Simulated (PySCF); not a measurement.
PySCF input for ClH₂Si, SMILES Cl[SiH2] (connectivity only; charge and spin as stated), charge +1, multiplicity 1, PBE-D3(BJ)/def2-TZVP. 

```python
import numpy as np
from pyscf import gto, scf, dft
from pyscf.geomopt import geometric_solver

mol = gto.M(
    atom='''
    Si    0.00000000   -0.00000000   -0.94305369
    Cl   -0.00000000   -0.00000000    0.98144420
    H    -0.00000000   -1.21971148   -1.74089988
    H    -0.00000000    1.21971149   -1.74089988
    ''',
    basis='def2-TZVP',
    charge=1,
    spin=0,
    max_memory=1600,
    verbose=3,
)
mf = dft.RKS(mol, xc='pbe').density_fit(auxbasis='def2-universal-jkfit')
mf.disp = 'd3bj'
mf.grids.level = 3
mf.conv_tol = 1e-9
mf.max_cycle = 100
mf.kernel()
conv, mol_eq = geometric_solver.kernel(mf, convergence_set='GAU_TIGHT', maxsteps=100)
print(mol_eq.tostring(format='xyz'))
mf.reset(mol_eq)
mf.kernel()
```

Log of the run:

```
converged SCF energy = -750.275035099007
[banner and settings of the optimiser left out]
Geometry optimization cycle 1
Cartesian coordinates (Angstrom)
 Atom        New coordinates             dX        dY        dZ
  Si   0.000000   0.000000  -0.943054    0.000000  0.000000  0.000000
  Cl   0.000000   0.000000   0.981444    0.000000  0.000000  0.000000
   H   0.000000  -1.219711  -1.740900    0.000000  0.000000  0.000000
   H   0.000000   1.219711  -1.740900    0.000000  0.000000  0.000000

WARN: Mole.unit (angstrom) is changed to Bohr

converged SCF energy = -750.275035098995
--------------- DFRKS_Scanner gradients ---------------
         x                y                z
0 Si    -0.0000000000    -0.0000000030     0.0199184657
1 Cl    -0.0000000000     0.0000000001    -0.0172476005
2 H    -0.0000000000     0.0122195950    -0.0013343900
3 H     0.0000000000    -0.0122195922    -0.0013343917
----------------------------------------------
cycle 1: E = -750.275035099  dE = -750.275  norm(grad) = 0.0315662
Step    0 : Gradient = 1.578e-02/1.992e-02 (rms/max) Energy = -750.2750350990
Hessian Eigenvalues: 4.50000e-02 5.00000e-02 5.00000e-02 ... 1.88785e-01 1.88785e-01 4.49126e-01

Geometry optimization cycle 2
Cartesian coordinates (Angstrom)
 Atom        New coordinates             dX        dY        dZ
  Si   0.000000   0.028981  -0.983308    0.000000  0.028981 -0.040255
  Cl   0.000000  -0.043290   0.960169    0.000000 -0.043290 -0.021276
   H   0.000000  -1.285990  -1.671347    0.000000 -0.066279  0.069553
   H   0.000000   1.300299  -1.749010    0.000000  0.080587 -0.008111
converged SCF energy = -750.277275212652
--------------- DFRKS_Scanner gradients ---------------
         x                y                z
0 Si     0.0000000000     0.0057043008     0.0117503129
1 Cl    -0.0000000000    -0.0031156128    -0.0082934559
2 H    -0.0000000000    -0.0009842648     0.0001319521
3 H     0.0000000000    -0.0016107579    -0.0035885953
----------------------------------------------
cycle 2: E = -750.277275213  dE = -0.00224011  norm(grad) = 0.0162959
Step    1 : Displace = 7.172e-02/9.609e-02 (rms/max) Trust = 1.000e-01 (=) Grad = 8.148e-03/1.306e-02 (rms/max) E (change) = -750.2772752127 (-2.240e-03) Quality = 0.994
Hessian Eigenvalues: 4.50000e-02 5.00000e-02 5.00000e-02 ... 1.88776e-01 2.69445e-01 4.10166e-01

Geometry optimization cycle 3
Cartesian coordinates (Angstrom)
 Atom        New coordinates             dX        dY        dZ
  Si  -0.000000   0.000069  -0.994072   -0.000000 -0.028912 -0.010763
  Cl   0.000000  -0.000359   0.965737    0.000000  0.042930  0.005569
   H  -0.000000  -1.306870  -1.706991   -0.000000 -0.020879 -0.035643
   H  -0.000000   1.307430  -1.708204   -0.000000  0.007131  0.040806
converged SCF energy = -750.277877466975
--------------- DFRKS_Scanner gradients ---------------
         x                y                z
0 Si    -0.0000000000    -0.0002435301     0.0044381920
1 Cl     0.0000000000    -0.0000242541    -0.0006191440
2 H     0.0000000000    -0.0015959003    -0.0018180639
3 H     0.0000000000     0.0018636310    -0.0020017226
----------------------------------------------
cycle 3: E = -750.277877467  dE = -0.000602254  norm(grad) = 0.00578559
Step    2 : Displace = 3.951e-02/4.456e-02 (rms/max) Trust = 1.414e-01 (+) Grad = 2.893e-03/4.445e-03 (rms/max) E (change) = -750.2778774670 (-6.023e-04) Quality = 1.027
Hessian Eigenvalues: 4.50000e-02 5.00000e-02 5.00000e-02 ... 1.99651e-01 2.82921e-01 4.06879e-01

Geometry optimization cycle 4
Cartesian coordinates (Angstrom)
 Atom        New coordinates             dX        dY        dZ
  Si  -0.000000   0.000162  -1.002128    0.000000  0.000092 -0.008057
  Cl  -0.000000  -0.000047   0.960133   -0.000000  0.000312 -0.005604
   H  -0.000000  -1.307823  -1.700498   -0.000000 -0.000953  0.006493
   H  -0.000000   1.308010  -1.701008   -0.000000  0.000581  0.007197
converged SCF energy = -750.277936453632
--------------- DFRKS_Scanner gradients ---------------
         x                y                z
0 Si     0.0000000000    -0.0000136365     0.0001870746
1 Cl    -0.0000000000    -0.0000140558     0.0003252289
2 H    -0.0000000000    -0.0001681941    -0.0002382878
3 H    -0.0000000000     0.0001958592    -0.0002741714
----------------------------------------------
cycle 4: E = -750.277936454  dE = -5.89867e-05  norm(grad) = 0.000582885
Step    3 : Displace = 6.921e-03/8.064e-03 (rms/max) Trust = 2.000e-01 (+) Grad = 2.914e-04/3.369e-04 (rms/max) E (change) = -750.2779364536 (-5.899e-05) Quality = 1.120
Hessian Eigenvalues: 4.50000e-02 5.00000e-02 5.00000e-02 ... 1.88742e-01 2.80942e-01 4.10629e-01

Geometry optimization cycle 5
Cartesian coordinates (Angstrom)
 Atom        New coordinates             dX        dY        dZ
  Si  -0.000000   0.000151  -1.003222   -0.000000 -0.000010 -0.001093
  Cl   0.000000   0.000036   0.958810    0.000000  0.000083 -0.001323
   H  -0.000000  -1.308100  -1.699371    0.000000 -0.000277  0.001127
   H  -0.000000   1.308220  -1.699712    0.000000  0.000210  0.001296
converged SCF energy = -750.277937647242
--------------- DFRKS_Scanner gradients ---------------
         x                y                z
0 Si    -0.0000000000     0.0000162379    -0.0001441885
1 Cl     0.0000000000    -0.0000096172     0.0001651044
2 H     0.0000000000     0.0000189785    -0.0000050893
3 H     0.0000000000    -0.0000256159    -0.0000159153
----------------------------------------------
cycle 5: E = -750.277937647  dE = -1.19361e-06  norm(grad) = 0.000222938
Step    4 : Displace = 1.227e-03/1.327e-03 (rms/max) Trust = 2.828e-01 (+) Grad = 1.115e-04/1.654e-04 (rms/max) E (change) = -750.2779376472 (-1.194e-06) Quality = 1.078
Hessian Eigenvalues: 4.50000e-02 4.99999e-02 5.00000e-02 ... 1.94671e-01 2.82453e-01 3.76334e-01

Geometry optimization cycle 6
Cartesian coordinates (Angstrom)
 Atom        New coordinates             dX        dY        dZ
  Si   0.000000   0.000096  -1.003282    0.000000 -0.000055 -0.000060
  Cl   0.000000   0.000122   0.958531   -0.000000  0.000086 -0.000280
   H  -0.000000  -1.308241  -1.699276   -0.000000 -0.000142  0.000095
   H  -0.000000   1.308331  -1.699463   -0.000000  0.000111  0.000249
converged SCF energy = -750.277937704119
--------------- DFRKS_Scanner gradients ---------------
         x                y                z
0 Si     0.0000000000     0.0000061221    -0.0000620902
1 Cl    -0.0000000000    -0.0000030195     0.0000526129
2 H    -0.0000000000     0.0000119584     0.0000061308
3 H    -0.0000000000    -0.0000150601     0.0000032550
----------------------------------------------
cycle 6: E = -750.277937704  dE = -5.68771e-08  norm(grad) = 8.41897e-05
Step    5 : Displace = 2.211e-04/2.943e-04 (rms/max) Trust = 3.000e-01 (+) Grad = 4.209e-05/6.239e-05 (rms/max) E (change) = -750.2779377041 (-5.688e-08) Quality = 1.223
Hessian Eigenvalues: 4.50000e-02 4.99996e-02 5.00000e-02 ... 1.97174e-01 2.58894e-01 2.85242e-01

Geometry optimization cycle 7
Cartesian coordinates (Angstrom)
 Atom        New coordinates             dX        dY        dZ
  Si  -0.000000   0.000071  -1.003255   -0.000000 -0.000026  0.000027
  Cl   0.000000   0.000160   0.958451    0.000000  0.000038 -0.000079
   H   0.000000  -1.308292  -1.699280    0.000000 -0.000051 -0.000005
   H   0.000000   1.308370  -1.699400    0.000000  0.000038  0.000063
converged SCF energy = -750.277937709657
--------------- DFRKS_Scanner gradients ---------------
         x                y                z
0 Si    -0.0000000000    -0.0000000044     0.0000011013
1 Cl     0.0000000000    -0.0000000020    -0.0000016493
2 H     0.0000000000    -0.0000000064     0.0000002407
3 H     0.0000000000     0.0000000217     0.0000002109
----------------------------------------------
cycle 7: E = -750.27793771  dE = -5.5386e-09  norm(grad) = 2.00898e-06
Step    6 : Displace = 6.540e-05/8.969e-05 (rms/max) Trust = 3.000e-01 (=) Grad = 1.004e-06/1.649e-06 (rms/max) E (change) = -750.2779377097 (-5.539e-09) Quality = 0.823
Hessian Eigenvalues: 4.50000e-02 4.99974e-02 5.00000e-02 ... 1.95950e-01 2.64842e-01 2.86663e-01

Geometry optimization cycle 8
Cartesian coordinates (Angstrom)
 Atom        New coordinates             dX        dY        dZ
  Si   0.000000   0.000071  -1.003253    0.000000 -0.000000  0.000002
  Cl  -0.000000   0.000160   0.958456   -0.000000 -0.000000  0.000005
   H  -0.000000  -1.308291  -1.699282   -0.000000  0.000001 -0.000002
   H  -0.000000   1.308368  -1.699401   -0.000000 -0.000001 -0.000001
converged SCF energy = -750.27793770976
--------------- DFRKS_Scanner gradients ---------------
         x                y                z
0 Si     0.0000000000    -0.0000000015     0.0000019639
1 Cl    -0.0000000000     0.0000000097    -0.0000011753
2 H    -0.0000000000    -0.0000004443    -0.0000004399
3 H    -0.0000000000     0.0000004449    -0.0000004452
----------------------------------------------
cycle 8: E = -750.27793771  dE = -1.02659e-10  norm(grad) = 2.45465e-06
Step    7 : Displace = 2.678e-06/3.815e-06 (rms/max) Trust = 3.000e-01 (=) Grad = 1.227e-06/1.964e-06 (rms/max) E (change) = -750.2779377098 (-1.027e-10) Quality = 16.348
Hessian Eigenvalues: 4.50000e-02 4.99974e-02 5.00000e-02 ... 1.95950e-01 2.64842e-01 2.86663e-01
Converged! =D

4
XYZ from PySCF
Si          0.00000000        0.00007055       -1.00325306
Cl         -0.00000000        0.00015979        0.95845622
H          -0.00000000       -1.30829055       -1.69928197
H          -0.00000000        1.30836830       -1.69940107
converged SCF energy = -750.277937709759
```

The calculation finished and met its thresholds.
